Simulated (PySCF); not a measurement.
**MRb cations for M along the chalcogens**

r²SCAN with double-zeta basis sets in PySCF, for the lowest determinant that a PBE0 search found; no spin–orbit coupling. De refers to high-spin ground-configuration atoms (the charge goes to the atom of lower measured ionisation energy or higher electron affinity, which is not always the lowest computed limit). A positive dipole points towards Rb; it is taken about the centre of mass and depends on that origin.

```tsv
M	basis	charged atom	state (unpaired electrons)	Re (Å)	ωe (cm⁻¹)	De (eV)	μ (D)
S	def2-SVPD	Rb+	triplet (π ↑↑)	3.574	89.9	0.29	3.37
Se	def2-SVP	Rb+	triplet (π ↑↑)	3.663	69.9	0.33	7.14
Te	def2-SVP	Rb+	triplet (π ↑↑)	3.859	60.3	0.34	9.41
```

The shortest bond is that of RbS⁺ (3.574 Å), the longest that of RbTe⁺ (3.859 Å).

The rows differ in basis set, which adds steps of its own.

Down a group the atoms grow and get heavier, so bonds lengthen and wavenumbers fall; this series shows no clear exception.

Weak bonds: RbSe⁺, RbS⁺, RbTe⁺. Basis-set superposition, not corrected here, can be much of De in a small basis, most of all at correlated wavefunction levels. These are scalar-relativistic numbers at best; spin–orbit coupling would shift them, the dissociation energy most. For an ion De counts to the pair picked by the measured ionisation energies or electron affinities, which need not be the lowest pair at this level. States were picked by a PBE0 search and need not be the measured ground states.
